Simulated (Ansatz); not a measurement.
`[OH][Ge]([F])([Cl])[GeH3]` → `[F][Ge][Cl]` + `[OH][GeH3]` at 500 K and 1 bar (germylene formation by 1,1-elimination).

Computed with Ansatz on PBE0-D4/def2-TZVP structures; ΔE is electronic, products minus reactants. CCSD(T)/CBS is the MP2 limit (def2-TZVPP, def2-QZVPP) plus CCSD(T) − MP2 in def2-TZVPP, frozen cores. For Ge outer-core shells are correlated without core-valence functions, which leaves a few kJ/mol of doubt a bond. Scalar relativity is left out up to krypton. One conformer a species, not always the lowest.

| species | CCSD(T)/CBS energy (Eh) | H − E (kJ/mol) | S (J/(mol·K)) |
| --- | --- | --- | --- |
| `[OH][Ge]([F])([Cl])[GeH3]` | -4789.49370 | 163.0 | 478.0 |
| `[F][Ge][Cl]` | -2635.75718 | 30.9 | 316.5 |
| `[OH][GeH3]` | -2153.69723 | 124.0 | 309.0 |

H − E and S are ideal-gas, rigid-rotor, harmonic terms from PBE0-D4/def2-TZVP, for one conformer and one mirror image of each species. 1 Eh = 2625.50 kJ/mol, R = 8.31446 J/(mol·K).

**Question.** By hand: ΔE, ΔH, ΔS and ΔG.

**Answer.** ΔE = (-2635.75718) + (-2153.69723) − (-4789.49370) = 0.03929 Eh = 103.2 kJ/mol. Δ(H − E) = 30.9 + 124.0 − 163.0 = -8.1, so ΔH = 95.1 kJ/mol. ΔS = 316.5 + 309.0 − 478.0 = 147.5 J/(mol·K). ΔG = 95.1 − 500 × (147.5)/1000 = 21.3 kJ/mol.

**Question.** By hand: the equilibrium constant, and the temperature at which ΔG would vanish if ΔH and ΔS stayed fixed.

**Answer.** log₁₀ K = −ΔG/(RT ln 10) = -2.2. ΔG = 0 at ΔH/ΔS = 645 K.

The number of gas molecules changes by +1, which sets the sign of ΔS. A doubt of 5 kJ/mol in ΔE shifts log₁₀ K by 0.5 here. Other conformers and mirror images would add mixing entropy, several J/(mol·K) or more a flexible species. These are equilibria of isolated gas molecules and say nothing of rates. Largest T1 diagnostic: 0.014 (customary marks: 0.02 for closed shells, 0.045 for open ones).
